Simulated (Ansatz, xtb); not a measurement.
## A geometry optimisation of F2GeHNP with r2SCAN-D4/def2-SVP

The starting geometry of this gas-phase doublet was built from a drawn formula by distance geometry and a force field; its bonds are those of `N#[P](F)[GeH][F]`.

| atom | x (Å) | y (Å) | z (Å) |
| --- | --- | --- | --- |
| F | -1.1449 | 2.1701 | 1.1123 |
| F | -0.6047 | -0.3114 | -1.2623 |
| Ge | 0.7946 | 0.6839 | -1.0037 |
| N | -0.1032 | 3.6820 | -0.8048 |
| P | 0.1478 | 2.5356 | 0.1004 |
| H | 1.4739 | 1.0827 | -2.2946 |

**Question.** Predict what becomes of its bonds when it is optimised with r2SCAN-D4/def2-SVP.

**Answer.** It keeps its bonds, and is `N#[P](F)[GeH][F]`.

The energy falls by 0.68 eV over 15 steps:

```
step  E − E(last) (eV)
   1             0.681
   3             0.235
   4             0.188
   6             0.063
   7             0.041
   9             0.008
  10             0.003
  12             0.000
  13             0.000
  15             0.000
```

Final geometry (Å):

```yaml
atoms:
  - { symbol: F, position_ang: [-1.0347, 2.1231, 1.1571] }
  - { symbol: F, position_ang: [-0.4319, -0.5398, -1.2782] }
  - { symbol: Ge, position_ang: [0.8176, 0.6305, -0.9258] }
  - { symbol: N, position_ang: [0.1007, 4.0086, -0.5908] }
  - { symbol: P, position_ang: [-0.2725, 2.5912, -0.1932] }
  - { symbol: H, position_ang: [1.3845, 1.0295, -2.3217] }
```

From the same start GFN2-xTB ends elsewhere, differing in Ge3–N4 (2.00 against 3.47 Å here), Ge3–H6 (2.67 against 1.56 Å here), N4–H6 (1.01 against 3.68 Å here).

No frequencies were run, so the end isn't proven a minimum. Open shells are spin-unrestricted. Run with Ansatz 0.2.0, 52 s on 2 threads of Intel(R) Xeon(R) 6975P-C (Granite Rapids), on a shared host.
